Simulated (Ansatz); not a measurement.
Coupled-cluster run, C3H9BrInN, SMILES `C[N](C)[In]([CH3])[Br]`.

```yaml
crystal:
  periodic: [false, false, false]
  atoms:
    - {symbol: C, position_ang: [-0.296342, -1.199950, 1.254051]}
    - {symbol: N, position_ang: [0.569798, -0.496651, 0.345752]}
    - {symbol: C, position_ang: [1.941278, -0.923024, 0.427127]}
    - {symbol: In, position_ang: [-0.094154, 0.930012, -0.893545]}
    - {symbol: C, position_ang: [-2.064759, 1.692423, -1.155886]}
    - {symbol: Br, position_ang: [1.791029, 1.833517, -2.246528]}
    - {symbol: H, position_ang: [-0.294352, -2.284142, 1.062184]}
    - {symbol: H, position_ang: [0.010833, -1.059307, 2.301993]}
    - {symbol: H, position_ang: [-1.330371, -0.854606, 1.167670]}
    - {symbol: H, position_ang: [2.565075, -0.367652, -0.275611]}
    - {symbol: H, position_ang: [2.044753, -1.994189, 0.195722]}
    - {symbol: H, position_ang: [2.352213, -0.769243, 1.436654]}
    - {symbol: H, position_ang: [-2.093960, 2.726422, -0.812446]}
    - {symbol: H, position_ang: [-2.316513, 1.665697, -2.215572]}
    - {symbol: H, position_ang: [-2.784527, 1.100711, -0.591554]}
basis:
  gaussian: {orbitals: def2-SVP}
correlation: {method: ccsd_t}
```

```sh
$ ansatz run in.yaml --threads 2 --pin off --events-out ev --progress --plain --max-ram 20480MiB --backend cuda --devices 0, --max-vram 18GiB
```

Output of Ansatz, abridged:

```
Functional definition: HF
  name "HF"
  cite "Fock, Z. Phys. 61, 126 (1930) doi:10.1007/BF01340294"
  parent pbe
  exchange = exact_x
  correlation = 0
1691 factors; integrals over basis functions are off by at most 1.4e-3 eV
mean field evaluation 1: about -79848.4300 eV, gradient 3.6e1 eV
mean field evaluation 2: about -79848.5777 eV, gradient 3.6e1 eV
mean field evaluation 4: about -79852.2433 eV, gradient 4.7e0 eV
mean field evaluation 8: about -79852.3145 eV, gradient 3.0e-4 eV
mean field -79852.31446067 eV, -2934.5184305870 hartree, gradient 9.2e-7 eV, S^2 0.000000; 0 other end points of the search recorded, 0 dependent functions left out
17 core orbitals not correlated: weight in the atoms' cores, before any rotation towards them, 1.000 or more for the frozen orbitals, at most 0.000 for the correlated occupied ones
reference -79852.31446067 eV, -2934.5184305870 hartree; 28, 28 occupied and 114, 114 virtual orbitals, 1691 factors
second order -25.15136834 eV of doubles, -0.00000000 eV of singles
cycle   1  -25.94962499 eV  change   -8.0e-1 eV  update   1.2e-1
cycle   2  -26.58985287 eV  change   -6.4e-1 eV  update   3.5e-2
cycle   3  -26.74129020 eV  change   -1.5e-1 eV  update   2.3e-2
cycle   4  -26.73743059 eV  change    3.9e-3 eV  update   8.0e-3
cycle   5  -26.73542953 eV  change    2.0e-3 eV  update   4.6e-3
cycle   6  -26.73599441 eV  change   -5.6e-4 eV  update   1.8e-3
cycle   7  -26.73532675 eV  change    6.7e-4 eV  update   5.8e-4
cycle   8  -26.73544652 eV  change   -1.2e-4 eV  update   1.6e-4
cycle   9  -26.73549362 eV  change   -4.7e-5 eV  update   5.0e-5
perturbative correction -0.77813808 eV, -0.0285960470 hartree
Total energy: -79879.82809238 eV, -2935.5295379027 hartree
```

Run time 2.3 s (2 threads of an AMD EPYC 7R13 on a shared host and a share of an NVIDIA H100 80 GB); peak host memory 0.8 GiB.

The correlation energy is -27.514 eV, 2.8 % of it from (T); the T1 diagnostic reads 0.0117.
